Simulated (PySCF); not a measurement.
# Energy of Pr (praseodymium, neutral) between two integer charges

The 6s beta orbital of [Xe] 4f3 6s2 is emptied in steps (occupation f), with all orbitals relaxed, ending at [Xe] 4f3 6s1. Calculation: PySCF 2.14, in def2-SVP with the def2 core potential (28 electrons); a scalar-relativistic core potential. The exact energy is a straight line in f; departures are measured from the line between the end points of the same method.

| f | UHF (eV) | LDA (eV) | PBE (eV) |
| --- | --- | --- | --- |
| 1 | 0.000 | 0.000 | 0.000 |
| 0.75 | 0.029 | -0.407 | -0.395 |
| 0.5 | 0.035 | -0.545 | -0.531 |
| 0.25 | 0.025 | -0.410 | -0.400 |
| 0 | 0.000 | 0.000 | 0.000 |

**Question.** For UHF, how does the orbital energy at f = 1 compare with the removal energy?

**Answer.** −ε = 4.644 eV against a total-energy difference of 4.474 eV. By Janak's theorem ε = ∂E/∂f, so the gap between them reflects the curvature. Along the path −ε is 4.541 (f = 0.75), 4.462 (f = 0.5), 4.401 (f = 0.25) eV.

```tsv
method	E(f=0) − E(f=1) (eV)	−ε at f=1 (eV)	−ε at f=0.5 (eV)
UHF	4.474	4.644	4.462
LDA	5.635	3.481	5.628
PBE	5.429	3.343	5.411
```

Reference removal energy between the ground levels: 5.470 eV (semi-empirical (NIST evaluation); NIST Atomic Spectra Database, ionization energies). The calculation has no spin-orbit coupling. UHF lacks correlation.
